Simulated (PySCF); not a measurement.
**`CC(=O)O[C@H]1CC=CC1=O`, C7H8O3**

Cartesian coordinates in Å; atom numbers follow the order of the lines, from 1:
```xyz
18

C     3.1825   -0.0605   -0.2141
C     1.9056   -0.5458    0.4117
O     1.8176   -1.4094    1.2417
O     0.8525    0.1221   -0.0854
C    -0.4429   -0.2753    0.3385
C    -1.2386    0.8727    0.9703
C    -2.5564    0.8228    0.2718
C    -2.5859   -0.0586   -0.7272
C    -1.2952   -0.7428   -0.8576
O    -0.9380   -1.5129   -1.7091
H     3.0392    0.9221   -0.6517
H     3.9733   -0.0453    0.5306
H     3.4641   -0.7613   -0.9978
H    -0.3290   -1.1202    1.0336
H    -0.7384    1.8240    0.7722
H    -1.3448    0.7713    2.0513
H    -3.3681    1.4630    0.5752
H    -3.4062   -0.2596   -1.3922
```

Level of theory: PySCF, GIAO B3LYP/pcSseg-1 magnetisability, rotational g tensor and spin-rotation constants, non-relativistic, gas phase. Geometry: GFN2-xTB.

(1) What are the magnetisability and the molar susceptibility?

(2) Split it along the inertial axes a, b, c into diamagnetic and paramagnetic parts about the centre of mass, with the quadrupole moment.

(3) And the rotational g tensor?

Results:

(1) Isotropic -1178 × 10⁻³⁰ J/T², or -70.9 × 10⁻⁶ cm³/mol; principal values -1372, -1134, -1027 × 10⁻³⁰ J/T², anisotropy 306 × 10⁻³⁰ J/T² (root of half the summed squared differences of the principal values). The susceptibility is in cgs units.

(2) 
| axis | χ (10⁻⁶ cm³/mol) | diamagnetic (10⁻⁶ cm³/mol) | paramagnetic (10⁻⁶ cm³/mol) | summed x² of all electrons (Å²) | quadrupole Θ (D Å) |
| --- | --- | --- | --- | --- | --- |
| a | -65.7 | -553.5 | 487.9 | 302.9 | +11.28 |
| b | -66.3 | -1464.4 | 1398.1 | 88.2 | -5.63 |
| c | -80.8 | -1659.3 | 1578.5 | 42.3 | -5.64 |

Anisotropies 2χaa − χbb − χcc = +15.7 and 2χbb − χaa − χcc = +13.8 × 10⁻⁶ cm³/mol. Θ is traceless in Buckingham's convention.

(3) 
| axis | rotational constant (GHz) | g | nuclear part | electronic part |
| --- | --- | --- | --- | --- |
| a | 2.7048 | -0.0540 | 0.5659 | -0.6199 |
| b | 0.8780 | -0.0131 | 0.5635 | -0.5767 |
| c | 0.7644 | -0.0063 | 0.5606 | -0.5669 |

Asymmetric top; isotopes 12C, 1H, 16O; no vibrational averaging.
